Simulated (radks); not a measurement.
The numbers below are computed, except where a source is named.
Charge is removed step by step from the 3d5/2 level of Se, starting from [Ar] 3d(3/2: 4, 5/2: 6) 4s2 4p4. Code: a radial shooting solver on a logarithmic mesh with Libxc functionals. Model: Dirac Kohn-Sham, PBE, spin-unpolarised, spherical densities, finite nucleus; open shells fill j = l - 1/2 first; Fermi nuclear charge, rms radius 4.14 fm.

| removed (e) | E - E(0) (eV) | eigenvalue (eV) | E minus straight line (eV) |
|---|---|---|---|
| 0 | 0.000 | -52.649 | 0.000 |
| 0.1 | 5.369 | -54.736 | -0.992 |
| 0.2 | 10.948 | -56.861 | -1.772 |
| 0.3 | 16.742 | -59.025 | -2.339 |
| 0.4 | 22.755 | -61.225 | -2.687 |
| 0.5 | 28.989 | -63.461 | -2.814 |
| 0.6 | 35.448 | -65.731 | -2.715 |
| 0.7 | 42.136 | -68.034 | -2.387 |
| 0.8 | 49.056 | -70.370 | -1.828 |
| 0.9 | 56.211 | -72.738 | -1.033 |
| 1 | 63.605 | -75.137 | 0.000 |

Removing the whole electron costs 63.605 eV by Delta-SCF, against 52.649 eV from minus the eigenvalue at the starting occupation. Slater's transition state (half an electron removed) gives 63.461 eV. Integrating minus the eigenvalue over the occupation (Janak's theorem) gives 63.605 eV. The mean slope of the eigenvalue, de/dn, is 22.5 eV per electron.
